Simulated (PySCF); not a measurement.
B(OH) (BHO), SMILES [B]O (connectivity only; charge and spin as stated), neutral, multiplicity 1.

Coordinates come from a PBE0-D3(BJ)/def2-TZVPD optimisation. A frequency run showed that this geometry is not a minimum.

Two levels are set side by side: TDA-PBE/def2-TZVPD (PySCF) and TDA-B3LYP/def2-TZVPD (PySCF). Vertical, same geometry. The lowest singlet is HOMO→LUMO 97 % with PBE and HOMO→LUMO 98 % with the other functional; states are paired by order. Differences are taken from unrounded values.

| quantity | TDA-PBE |
|---|---|
| lowest singlet excitation (eV) | 4.79 |
| lowest triplet excitation (TDA) (eV) | 3.45 |
| first bright state (f over 0.05) (eV) | 4.79 |
| its oscillator strength | 0.11 |

Q: These are the TDA-PBE values. What does TDA-B3LYP give? (An estimate is asked for; the answer gives what the named calculation found.)

A: 
| quantity | TDA-B3LYP | TDA-PBE minus TDA-B3LYP |
|---|---|---|
| lowest singlet excitation (eV) | 5.28 | -0.50 |
| lowest triplet excitation (TDA) (eV) | 3.54 | -0.10 |
| first bright state (f over 0.05) (eV) | 5.28 | -0.50 |
| its oscillator strength | 0.10 | 0.00 |

A lower first singlet is the usual sign of a functional without exact exchange. Differences between two approximate levels are no errors against the true value.

Rough cost on one machine, each run with all the roots and properties that it gave: TDA-B3LYP against TDA-PBE within a factor of 2.
